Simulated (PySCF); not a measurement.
Cl₃Sn, charge -1. Atoms are numbered in the order given.

```xyz
4

Sn     0.0000     0.0000     0.6324
Cl     1.8902    -1.0913    -0.6200
Cl    -1.8902    -1.0913    -0.6200
Cl     0.0000     2.1826    -0.6200
```
Charge -1, spin multiplicity 1.

The structure is a stationary point at r2SCAN-D4/def2-SVPD. The isomer is the one that the SMILES or the coordinates give; other isomers of the formula were not compared. The def2 effective core potentials stand for the cores of Sn; spin–orbit coupling is left out.

The numbers are results of PBE/def2-TZVPD in PySCF, not measurements.

Gas-phase values at a fixed geometry.

Q: Estimate the frontier levels, gap, dipole moment and polarisability. (Estimate from the structure and the level; the computed values follow.)

A: 
```
Item                                                                 Result
------------------------------------------------  -------------------------
highest occupied level                                             -1.94 eV
lowest empty level                                                  2.36 eV
orbital gap                                                         4.30 eV
dipole moment about the centre of nuclear charge                     3.73 D
mean static polarisability                           112.7 bohr³ (16.70 Å³)
polarisability, principal values                  101.5, 118.3, 118.3 bohr³
```
